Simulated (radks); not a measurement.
Values are calculated unless marked as measured or tabulated.
Question: The mean radii <r> (bohr) of the occupied orbitals of an atom or ion are listed with their occupations. Level of theory: Dirac Kohn-Sham, LDA (Slater exchange, Perdew-Wang correlation), spin-unpolarised, spherical densities, point nucleus (a radial shooting solver on a logarithmic mesh with Libxc functionals).

orbital  occ.      <r>
1s1/2       2  0.03613
2s1/2       2   0.1579
2p1/2       2   0.1347
2p3/2       4   0.1392
3s1/2       2   0.4438
3p1/2       2   0.4391
3p3/2       4   0.4497
3d3/2       4   0.4311
3d5/2       6   0.4346
4s1/2       2    1.146
4p1/2       2    1.253
4p3/2       4    1.281
4d3/2       2    1.707

Name the element and its charge. Open shells, if any, fill j = l - 1/2 first.

Answer: Z = 41, niobium, charge +3: Nb3+ in [Kr] 4d2. The 1s radius gives Z: for a bare nucleus <r> = (2 gamma + 1)/(2Z) with gamma = sqrt(1 - (Z/c)^2), 0.03547 bohr for Z = 41, and screening makes it slightly larger (0.03613 here). The occupations add up to 38, and the charge is Z minus that.
